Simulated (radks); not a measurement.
The numbers below are computed, except where a source is named.
Effect of the nuclear size on the erbium ion Er2+, [Xe] 4f12. Level of theory: Dirac Kohn-Sham, exchange-only LDA, spin-unpolarised, spherical densities, finite nucleus; open shells fill j = l - 1/2 first; Fermi nuclear charge, rms radius 5.2516 fm (a radial shooting solver on a logarithmic mesh with Libxc functionals). The rms radius is varied about that value; shifts are against it.

rms radius (fm) = 4.6057: total energy shift (eV) -7.39; density at nucleus (e/bohr^3) 9.028e+05; 1s1/2 shift (meV) -3030; 2s1/2 shift (meV) -404; 5s1/2 shift (meV) -3.36; 4f7/2 shift (meV) 0.287; 6s1/2 (empty) shift (meV) -0.450
rms radius (fm) = 4.779: total energy shift (eV) -5.48; density at nucleus (e/bohr^3) 8.932e+05; 1s1/2 shift (meV) -2240; 2s1/2 shift (meV) -300; 5s1/2 shift (meV) -2.49; 4f7/2 shift (meV) 0.213; 6s1/2 (empty) shift (meV) -0.333
rms radius (fm) = 5.2516: total energy shift (eV) 0; density at nucleus (e/bohr^3) 8.692e+05; 1s1/2 shift (meV) 0.000; 2s1/2 shift (meV) 0.000; 5s1/2 shift (meV) 0.000; 4f7/2 shift (meV) 0.000; 6s1/2 (empty) shift (meV) 0.000
rms radius (fm) = 5.6455: total energy shift (eV) 4.84; density at nucleus (e/bohr^3) 8.512e+05; 1s1/2 shift (meV) 1980; 2s1/2 shift (meV) 265; 5s1/2 shift (meV) 2.20; 4f7/2 shift (meV) -0.188; 6s1/2 (empty) shift (meV) 0.295
rms radius (fm) = 5.8345: total energy shift (eV) 7.25; density at nucleus (e/bohr^3) 8.431e+05; 1s1/2 shift (meV) 2970; 2s1/2 shift (meV) 397; 5s1/2 shift (meV) 3.29; 4f7/2 shift (meV) -0.282; 6s1/2 (empty) shift (meV) 0.442

Slopes of the eigenvalues against <r^2> in GHz/fm^2, as finite differences over the two radii next to the reference (eigenvalue slopes, not the field-shift constants of lines): 1s1/2 113000, 2s1/2 15100, 5s1/2 125, 4f7/2 -10.7, 6s1/2 (empty) 16.8.
